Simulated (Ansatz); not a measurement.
The cluster Sn4Cl4, relaxed as a singlet with RKS PBE0-D4/def2-SVP in Ansatz, starting from the GFN1-xTB geometry. Force threshold 0.02 eV/Å.

In the def2 sets Sn takes a core potential; there is no spin–orbit coupling. The restricted singlet is unstable towards broken spin symmetry in Hartree–Fock (as tested in another run); at PBE0-D4/def2-SVP this wasn't settled. Another isomer (singlet) lies 1.48 eV lower at PBE0-D4/def2-TZVP; other spin states weren't run for this one.

Start:

```xyz
8

Sn   -1.1952   -0.9851    1.6635
Sn    1.2485   -0.9417    0.3558
Sn   -1.2639    0.9038   -0.3638
Sn    1.1836    0.9630   -1.6539
Cl    1.7732    0.9054   -3.9443
Cl   -1.7518   -0.8321    3.9584
Cl    3.1252   -2.2825    0.8758
Cl   -3.1195    2.2692   -0.8916
```

| step | energy (eV) | largest force component (eV/Å) | SCF passes |
| --- | --- | --- | --- |
| 1 | -73392.1370 | 0.779 | 16 |
| 2 | -73392.2698 | 0.500 | 27 |
| 3 | -73392.3580 | 0.382 | 21 |
| 4 | -73392.3816 | 0.123 | 22 |
| 5 | -73392.3886 | 0.045 | 23 |
| 6 (rejected) | -73392.3885 | 0.031 | 24 |
| 7 | -73392.3892 | 0.009 | 23 |

Force components are those of the run's own axes.

End:

```xyz
8

Sn   -1.3076   -1.1900    1.5409
Sn    1.3128   -0.9843    0.3703
Sn   -1.3306    0.9502   -0.3814
Sn    1.2896    1.1673   -1.5269
Cl    1.6447    0.7724   -3.8547
Cl   -1.6066   -0.7035    3.8601
Cl    3.1809   -2.3342    0.9114
Cl   -3.1832    2.3221   -0.9198
```

By distances, no bond broke or formed. The bond that changes most is Sn2–Sn3, from 3.20 to 3.36 Å (atoms count from 1).

No frequencies were taken in this run, so the end may be a saddle point.

It took 1.7 min on 4 threads of Intel Xeon on a shared host, peak host memory 0.72 GiB.
